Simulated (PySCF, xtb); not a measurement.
CH5F2NSi2, SMILES F[SiH2]/C=N/[SiH2]F. Other conformers were not sampled.

Harmonic wavenumbers (cm⁻¹) from GFN2-xTB in xtb at its own minimum, in rising order: 24, 60, 91, 144, 160, 236, 334, 436, 541, 552, 596, 672, 707, 728, 739, 761, 770, 786, 819, 875, 1316, 1729, 2340, 2359, 2374, 2384, 2777.

Task: What does PBE-D3(BJ)/def2-SVP (PySCF 2.14.0) give at its own minimum? (Estimate from the structure and the level; the computed values follow.)

Result: 43, 54, 116, 135, 177, 249, 374, 521, 639, 693, 701, 724, 740, 824, 830, 874, 898, 902, 927, 933, 1284, 1671, 2184, 2196, 2207, 2214, 2870. Paired by order, the mean absolute difference is 81 cm⁻¹ and the zero-point energies are 36.2 and 37.1 kcal/mol.
